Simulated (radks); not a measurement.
All-electron atom: Bi4+ in [Xe] 4f14 5d10 6s1. Method: non-relativistic Kohn-Sham, r2SCAN, spin-polarised, spherical densities, point nucleus; open shells are filled with parallel spins first (spin-orbit coupling, left out, can overturn this in heavy ions); meta-GGA in the generalised Kohn-Sham scheme; relativity is left out, which matters for an element this heavy; computed with a radial shooting solver on a logarithmic mesh with Libxc functionals.

Unscreened Slater integrals over Kohn-Sham orbitals (eV). They are taken over the spin-up orbitals.

\begin{tabular}{lr}
integral & value \\ \hline
F0(6s,6s) & 11.349 \\
F0(6s,5d) & 13.520 \\
G2(6s,5d) & 1.9905 \\
F0(6s,5p) & 13.903 \\
G1(6s,5p) & 1.0225 \\
F0(6s,5s) & 14.017 \\
G0(6s,5s) & 0.68604 \\
F0(5d,5d) & 20.563 \\
F2(5d,5d) & 10.862 \\
F4(5d,5d) & 7.3033 \\
F0(5d,5p) & 22.335 \\
F2(5d,5p) & 11.647 \\
G1(5d,5p) & 14.604 \\
G3(5d,5p) & 9.1340 \\
F0(5d,5s) & 22.878 \\
G2(5d,5s) & 10.961 \\
F0(5p,5p) & 24.733 \\
F2(5p,5p) & 13.400 \\
F0(5p,5s) & 25.509 \\
G1(5p,5s) & 17.728 \\
F0(5s,5s) & 26.379 \\
\end{tabular}
